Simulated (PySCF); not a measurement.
## Electric field gradients and quadrupole coupling constants

Compound: C6H9NO2Si.
Structure used (GFN2-xTB), in Å, numbered top down from 1:
```xyz
19
C6H9NO2Si angstrom
C      3.110   -0.579   -0.533
N      1.908   -0.937   -0.535
C      0.881   -0.253    0.077
C      0.665    1.054   -0.129
C     -0.572    1.754    0.341
O     -1.631    1.682   -0.614
C     -2.236    0.510   -0.838
O     -3.118    0.459   -1.662
Si    -1.816   -1.131    0.089
C     -0.060   -1.121    0.857
H      3.496    0.283    0.016
H      3.819   -1.169   -1.095
H      1.342    1.621   -0.751
H     -0.385    2.824    0.455
H     -0.919    1.349    1.299
H     -2.800   -1.275    1.168
H     -1.936   -2.169   -0.928
H     -0.101   -0.763    1.887
H      0.343   -2.132    0.888
```

Field gradients from the PBE0/pcSseg-1 density (PySCF, non-relativistic), principal values in atomic units, ordered |Vxx| ≤ |Vyy| ≤ |Vzz|:

| atom | Vxx | Vyy | Vzz |
| --- | --- | --- | --- |
| N2 | 0.3147 | 0.7747 | -1.0895 |
| O6 | -0.5296 | -1.1915 | 1.7211 |
| O8 | 0.5557 | 1.0624 | -1.6181 |

Find the asymmetry η = (Vxx − Vyy)/Vzz and the couplings χ = eQV/h (234.96 MHz × Q in barn × V in au), with Q(14N) = 0.02044 b, Q(17O) = −0.0256 b.

```csv
atom,environment,nucleus,η,χzz (MHz),χxx (MHz),χyy (MHz)
N2,imine nitrogen,14N,0.42,-5.23,1.51,3.72
O6,oxygen singly bound to a carbonyl carbon,17O,0.38,-10.35,3.19,7.17
O8,carbonyl oxygen,17O,0.31,9.73,-3.34,-6.39
```

What is Vzz at N2 in SI units (1 au = 9.71736 × 10²¹ V/m²)?

-1.0895 au = -10.587 × 10²¹ V/m².

What couplings would deuterons (Q(2H) = 0.00286 b) have in place of the hydrogens, at this geometry?

| atom | bonded to | bond length (Å) | Vzz (au) | η | χzz (kHz) |
| --- | --- | --- | --- | --- | --- |
| H11 | C1 | 1.093 | 0.2980 | 0.03 | 200 |
| H12 | C1 | 1.080 | 0.3214 | 0.03 | 216 |
| H13 | C4 | 1.080 | 0.3301 | 0.10 | 222 |
| H14 | C5 | 1.092 | 0.2935 | 0.05 | 197 |
| H15 | C5 | 1.097 | 0.2864 | 0.06 | 192 |
| H16 | Si9 | 1.467 | 0.1591 | 0.01 | 107 |
| H17 | Si9 | 1.458 | 0.1648 | 0.01 | 111 |
| H18 | C10 | 1.092 | 0.3113 | 0.04 | 209 |
| H19 | C10 | 1.089 | 0.3117 | 0.04 | 209 |

One conformer (not necessarily the lowest) at the GFN2-xTB geometry, without solvent, vibrations or thermal averaging. GFN2-xTB bond lengths can be off by several hundredths of an ångström, more for odd bonds, and the gradients follow them. The small basis limits the accuracy of the gradients.
